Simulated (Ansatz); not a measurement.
Consider the cleavage of the Sn–B bond: `[CH3][SnH]([F])[BH]Cl` + H₂Se → `[CH3][SnH]([F])[SeH]` + `BCl`.

Program: Ansatz. Geometries: PBE0-D4/def2-TZVP. ΔE: electronic, gas phase. CCSD(T)/CBS is the MP2 limit (def2-TZVPP, def2-QZVPP) plus CCSD(T) − MP2 in def2-TZVPP, frozen cores. This one scheme is used for every species. DFT in def2-TZVPP. HSE06 is defined as in plane-wave codes. Elements past krypton have def2 core potentials. For Se, Sn outer-core shells are correlated without core-valence functions, which leaves a few kJ/mol of doubt a bond. Scalar relativity is left out up to krypton. Each species was taken in one conformer, which may not be the lowest.

```csv
level,ΔE (kcal/mol),difference from CCSD(T)/CBS
revPBE-D4,-21.5,1.8
r2SCANh-D4,-23.2,0.1
ωB97X-V,-22.5,0.8
PBE,-21.5,1.8
PBE0,-22.4,0.9
HSE06,-22.4,0.9
BHLYP,-24.2,-0.9
LC-ωPBE,-21.7,1.6
RPA@PBE/def2-TZVPP,-20.5,2.8
HF/CBS(def2),-26.1,-2.8
CCSD(T)/CBS,-23.3,0
```

Largest T1 diagnostic among the species: 0.013.

From BLYP to BHLYP (50 % exact exchange), in def2-TZVPP and without D4, ΔE moves by −1.7 kcal/mol. Leaving LDA and LC-ωPBE aside and taking each functional with its dispersion term where it has one, the values, not all of them listed here, spread over 3.0 kcal/mol, from BHLYP-D4 to PBE-D4. LDA lies +1.3 kcal/mol from PBE without D4. At CCSD(T), def2-SVP lies +1.6 kcal/mol from the extrapolated value and def2-TZVPP +1.6 kcal/mol.

CCSD(T)/CBS has its own doubt, a few kJ/mol and more with outer-core shells, so smaller differences from it don't rank the levels.
